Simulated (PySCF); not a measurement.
Can point charges reproduce the dipole moment of `C[C@@H]1CC=C[C@H]1F`?

Coordinates (PBE0-D3(BJ)/def2-SVP, Å) and charges (e) from the PBE0/pcSseg-1 density (PySCF):

```
atom       x       y       z  Mulliken      IAO  Hirshfeld  ESP-fitted
  C1  -1.706  -0.997  -0.556   -0.2095  -0.4125    -0.1156     -0.6020
  C2  -0.374  -0.277  -0.478   -0.3860  -0.1133    -0.0278     +0.2062
  C3   0.861  -1.168  -0.251   -0.1264  -0.2656    -0.0682     -0.1323
  C4   1.802  -0.267   0.495   -0.1502  -0.1376    -0.0370     -0.1680
  C5   1.182   0.821   0.961   -0.1391  -0.1812    -0.0633     -0.4126
  C6  -0.276   0.794   0.615   +0.2781  +0.1742    +0.0584     +0.4443
  F7  -0.744   2.012   0.163   -0.3370  -0.3320    -0.1268     -0.3158
  H8  -1.910  -1.559   0.370   +0.1080  +0.1303    +0.0370     +0.1438
  H9  -2.528  -0.281  -0.706   +0.1277  +0.1445    +0.0430     +0.1454
 H10  -1.727  -1.713  -1.392   +0.1195  +0.1396    +0.0419     +0.1504
 H11  -0.206   0.287  -1.412   +0.1397  +0.1447    +0.0361     +0.0387
 H12   1.285  -1.565  -1.188   +0.1374  +0.1402    +0.0425     +0.0669
 H13   0.602  -2.049   0.367   +0.1311  +0.1367    +0.0399     +0.0762
 H14   2.855  -0.507   0.662   +0.0979  +0.1500    +0.0518     +0.1534
 H15   1.627   1.612   1.569   +0.1044  +0.1544    +0.0520     +0.1995
 H16  -0.890   0.537   1.501   +0.1043  +0.1276    +0.0362     +0.0059
```

Form Σ q r in debye for every column and set it beside the full dipole.

The full density gives (0.65, -1.90, 0.31) D, 2.03 D in size; dipole vectors point from the negative to the positive end.

```csv
scheme,μx,μy,μz,size (D),share of the full size (%),angle to the full dipole (°)
Mulliken,-0.10,-3.58,0.47,3.61,178,20
IAO,0.95,-2.83,0.60,3.04,150,3
Hirshfeld,0.51,-1.20,0.19,1.32,65,4
ESP-fitted,0.66,-1.94,0.33,2.08,102,1
```

Which set comes closest?

Length of the difference vector: ESP-fitted 0.05 D, Hirshfeld 0.72 D, IAO 1.02 D, Mulliken 1.84 D. Closest: ESP-fitted. 

What is left for the Hirshfeld atoms' own dipoles?

The shares of the density sum to the whole, so what Σ q r misses lies in dipoles about the nuclei. The atomic dipoles sum to (0.65, -1.90, 0.31) − (0.51, -1.20, 0.19) = (0.14, -0.70, 0.12) D, 0.72 D in size.

With the origin at the mean of the coordinates, (-0.009, -0.270, 0.045) Å, which are the largest single terms, by size, of the Mulliken dipole along the direction of the full one?

F7 +3.81, C6 -1.33, H13 +1.20, H12 +0.95, C3 -0.65 D; all 16 atoms together +3.39 D. The single terms depend on the origin, their sum doesn't.

Give the size of the full dipole in other units.

2.03 D = 0.800 au = 0.423 e·Å = 6.78 × 10⁻³⁰ C·m.

The structure is a single PBE0-D3(BJ)/def2-SVP conformer in the gas phase; no vibrational or solvent corrections.
